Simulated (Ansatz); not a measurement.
A nudged elastic band was laid between two geometries of BH₃O₂S (7 atoms, charge 0, multiplicity 1).

These are results of RKS PBE0/def2-SVP in Ansatz 0.2.0, not measurements.

```
movable images  : 7
climbing image  : yes
spring          : 5.0 eV/Å²
optimiser       : quadratic models (default)
start path      : IDPP
force threshold : 0.05 eV/Å
iteration limit : 60
end points      : relaxed
```

First end point:

```xyz
7
Properties=species:S:1:pos:R:3
O -0.261 1.157 0.096
B 0.167 -0.131 0.219
O 0.875 -0.494 1.315
S -0.134 -1.469 -0.999
H -0.762 1.348 -0.700
H 0.996 0.249 1.916
H -0.820 -0.727 -1.894
```

Last end point:

```xyz
7
Properties=species:S:1:pos:R:3
O -0.625 0.993 -0.643
B 0.036 0.055 0.079
O 0.589 0.395 1.276
S 0.163 -1.649 -0.580
H -0.626 1.845 -0.191
H 1.043 -0.322 1.727
H -0.519 -1.385 -1.712
```

Problem. Which bonds break or form, and what moves?

Solution. No bond is made or broken. The dihedral H5–O1–B2–S4 goes from 0 to 180°.

Problem. What energy profile does the band end with?

Solution. The forces met the threshold. The highest image is number 2 of 0 to 8, 0.292 eV above the first end and 0.359 eV above the last; the last end lies 0.067 eV below the first. The profile has 2 maxima (images 2, 6) with wells between them (image 4): this band takes more than one step, which may be the mechanism or a detour left from its start path. A vibrational analysis at the climbing image gives one clearly imaginary mode, 462i cm⁻¹: a first-order saddle point.

```
image  path coordinate (Å)  energy (eV)  dihedral H5–O1–B2–S4 (°)
    0                 0.00        0.000                         0
    1                 0.51        0.121                        43
    2                 1.01        0.292                        97
    3                 1.43        0.187                       139
    4                 1.85        0.112                       179
    5                 2.27        0.223                       172
    6                 2.69        0.253                       178
    7                 3.11        0.052                      -177
    8                 3.54       -0.067                       180
```

Problem. What is the geometry of the highest image?

Solution. 
```xyz
7
Properties=species:S:1:pos:R:3
O -0.058 1.110 -0.379
B 0.171 -0.152 0.123
O 0.692 -0.362 1.357
S -0.143 -1.653 -0.865
H -0.899 1.506 -0.138
H 0.900 0.469 1.798
H -0.602 -0.985 -1.942
```

The band took 29 iterations and about 8 core-minutes.

Time of the run: 7.6 min on 1 CPU thread of a shared host.
